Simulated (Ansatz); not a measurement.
A nudged elastic band was laid between two geometries of C₂H₆AlNSi (11 atoms, charge 0, multiplicity 1).

Level of theory: RKS B3LYP-D4/6-31G* in Ansatz.

```yaml
movable_images: 7
climbing_image: yes
spring: 5.0 eV/Å²
optimiser: quadratic models (default)
start_path: IDPP
force_threshold: 0.03 eV/Å
iteration_limit: 60
end_points: relaxed
```

First end point:

```xyz
11
Properties=species:S:1:pos:R:3
C -2.419 -0.385 -0.022
Al -0.483 -0.110 0.076
N 0.615 0.105 1.581
C 1.751 0.302 0.997
Si 1.702 0.224 -0.952
H -2.708 -0.994 -0.887
H -2.796 -0.873 0.885
H -2.940 0.577 -0.116
H 2.652 0.492 1.609
H 2.153 1.481 -1.626
H 2.538 -0.877 -1.523
```

Last end point:

```xyz
11
Properties=species:S:1:pos:R:3
C -2.427 -0.328 -0.037
Al -0.482 -0.120 0.058
N 0.706 -0.622 1.419
C 1.816 -0.201 0.907
Si 1.650 0.638 -0.846
H -2.762 -1.187 0.558
H -2.930 0.562 0.363
H -2.778 -0.464 -1.066
H 2.759 -0.334 1.468
H 2.103 2.064 -0.880
H 2.411 -0.066 -1.924
```

What changes between the two ends?

No bond is made or broken. The dihedral H6–C1–Al2–N3 goes from -149 to -27°. The two ends are copies of one structure, up to a mirror image or an exchange of like atoms.

Give the energies along the band, and the barrier.

The run converged. The highest image is number 2 of 0 to 8, 0.001 eV above the ends, which have the same energy within 2 meV. The top lies less than 8 meV above the higher end, about what the thresholds resolve: that end is a shoulder or a very shallow well. A vibrational analysis at the climbing image gives no mode beyond 40i cm⁻¹: the surface is too flat there to confirm a saddle point.

| image | path coordinate (Å) | energy (eV) | dihedral H6–C1–Al2–N3 (°) |
| --- | --- | --- | --- |
| 0 | 0.00 | 0.000 | -149 |
| 1 | 0.41 | 0.000 | -134 |
| 2 | 0.82 | 0.001 | -119 |
| 3 | 1.25 | 0.000 | -103 |
| 4 | 1.67 | 0.000 | -88 |
| 5 | 2.09 | 0.000 | -73 |
| 6 | 2.52 | 0.000 | -57 |
| 7 | 2.94 | 0.000 | -42 |
| 8 | 3.36 | 0.000 | -27 |

What is the geometry of the highest image?


```xyz
11
Properties=species:S:1:pos:R:3:forces:R:3
C -2.422 -0.363 -0.024 0.00 0.00 0.00
Al -0.483 -0.110 0.078 0.00 0.00 0.00
N 0.659 -0.183 1.564 0.00 0.00 0.00
C 1.781 0.107 0.991 0.00 0.00 0.00
Si 1.674 0.395 -0.935 0.00 0.00 0.00
H -2.679 -1.213 -0.668 0.00 0.00 0.00
H -2.851 -0.548 0.968 0.00 0.00 0.00
H -2.918 0.519 -0.449 0.00 0.00 0.00
H 2.703 0.171 1.599 0.00 0.00 0.00
H 2.120 1.753 -1.376 0.00 0.00 0.00
H 2.481 -0.584 -1.728 0.00 0.00 0.00
```

The band took 6 iterations and about 4 core-minutes.

Time of the run: 110 s on 2 threads of Intel(R) Xeon(R) Platinum 8488C (Sapphire Rapids), on a shared host, peak memory 0.21 GiB.
